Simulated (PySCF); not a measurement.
## Bond curve of MnN

Set-up: PySCF, spin-free X2C with a Gaussian nucleus, basis sets Mn x2c-TZVPPall, N x2c-TZVPPall. Energies in eV from Mn (3d5 4s2) + N in their ground configurations at the same level. State: Ms = 2 determinant of mixed spin (⟨S²⟩ near 6.8), unpaired electrons σ ↑, π ↑, δ ↑↑.

All columns are PBE0. A positive dipole means Mn(−)N(+).

```json
{"R (Å)": "1.416", "E (eV)": "-1.298", "μ (D)": "-2.66", "Mulliken charge on Mn (basis-dependent)": "0.49", "HOMO (eV)": "-5.44", "LUMO (eV)": "-2.76", "Mayer bond order": "2.98", "⟨S²⟩": "6.18"}
{"R (Å)": "1.481", "E (eV)": "-1.740", "μ (D)": "-3.07", "Mulliken charge on Mn (basis-dependent)": "0.50", "HOMO (eV)": "-5.54", "LUMO (eV)": "-2.81", "Mayer bond order": "2.78", "⟨S²⟩": "6.33"}
{"R (Å)": "1.547", "E (eV)": "-1.972", "μ (D)": "-3.39", "Mulliken charge on Mn (basis-dependent)": "0.50", "HOMO (eV)": "-5.59", "LUMO (eV)": "-2.77", "Mayer bond order": "2.56", "⟨S²⟩": "6.52"}
{"R (Å)": "1.597", "E (eV)": "-2.051", "μ (D)": "-3.58", "Mulliken charge on Mn (basis-dependent)": "0.49", "HOMO (eV)": "-5.60", "LUMO (eV)": "-2.70", "Mayer bond order": "2.40", "⟨S²⟩": "6.67"}
{"R (Å)": "1.646", "E (eV)": "-2.072", "μ (D)": "-3.73", "Mulliken charge on Mn (basis-dependent)": "0.48", "HOMO (eV)": "-5.60", "LUMO (eV)": "-2.63", "Mayer bond order": "2.25", "⟨S²⟩": "6.80"}
{"R (Å)": "1.695", "E (eV)": "-2.048", "μ (D)": "-3.84", "Mulliken charge on Mn (basis-dependent)": "0.48", "HOMO (eV)": "-5.59", "LUMO (eV)": "-2.55", "Mayer bond order": "2.10", "⟨S²⟩": "6.92"}
{"R (Å)": "1.761", "E (eV)": "-1.962", "μ (D)": "-3.95", "Mulliken charge on Mn (basis-dependent)": "0.47", "HOMO (eV)": "-5.55", "LUMO (eV)": "-2.45", "Mayer bond order": "1.93", "⟨S²⟩": "7.07"}
{"R (Å)": "1.843", "E (eV)": "-1.794", "μ (D)": "-4.05", "Mulliken charge on Mn (basis-dependent)": "0.46", "HOMO (eV)": "-5.49", "LUMO (eV)": "-2.38", "Mayer bond order": "1.73", "⟨S²⟩": "7.23"}
{"R (Å)": "1.942", "E (eV)": "-1.537", "μ (D)": "-4.18", "Mulliken charge on Mn (basis-dependent)": "0.46", "HOMO (eV)": "-5.38", "LUMO (eV)": "-2.43", "Mayer bond order": "1.53", "⟨S²⟩": "7.38"}
{"R (Å)": "2.074", "E (eV)": "-1.144", "μ (D)": "-4.43", "Mulliken charge on Mn (basis-dependent)": "0.47", "HOMO (eV)": "-5.19", "LUMO (eV)": "-2.52", "Mayer bond order": "1.30", "⟨S²⟩": "7.52"}
```

A fit through these points gives, at Re = 1.642 Å, μ = -3.72 D and dμ/dR = -2.63 D/Å; the reduced mass is 11.16 u.

**Question.** How strong is the fundamental in the double-harmonic approximation, I = 42.26·(dμ/dR)²/μred km/mol?

**Answer.** I = 42.26·(-2.63)²/11.16 = 26.2 km/mol at PBE0.

The metal atom is held in its measured ground configuration; semilocal functionals can put another filling of s and d lower by some tenths of an eV, and De to that atom would be smaller. ⟨S²⟩ of the unrestricted solution departs from its pure value on part of the curve, where spin states mix. With d or f electrons several states lie close, and the lowest PBE0 determinant need not be the measured ground state.
